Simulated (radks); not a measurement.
Species: the chlorine ion Cl2+. Configuration: [Ne] 3s2 3p2 3d1 (not the ground configuration). Method: scalar-relativistic Kohn-Sham, XLYP, spin-polarised, spherical densities, finite nucleus; open shells are filled with parallel spins first; Fermi nuclear charge, rms radius 3.3654 fm; computed with a radial shooting solver on a logarithmic mesh with Libxc functionals. Some entries of the table are withheld. Estimate them.

orbital,occ.,eigenvalue (Ry),<r> (bohr)
1s up,1,-204.8031,0.09095
1s down,1,-204.7726,0.09094
2s up,1,-20.83459,0.4437
2s down,1,-20.79741,0.4434
2p up,3,-16.37978,0.4058
2p down,3,-16.33251,0.4055
3s up,1,(1),1.424
3s down,1,(2),1.436
3p up,2,-2.51481,1.569
3p down,0,-2.28342,1.605
3d up,1,-1.17120,(3)
3d down,0,-1.00334,(4)

Answer. 
(1) 3s up eigenvalue (Ry): -3.50072
(2) 3s down eigenvalue (Ry): -3.25505
(3) 3d up <r> (bohr): 2.051
(4) 3d down <r> (bohr): 2.248
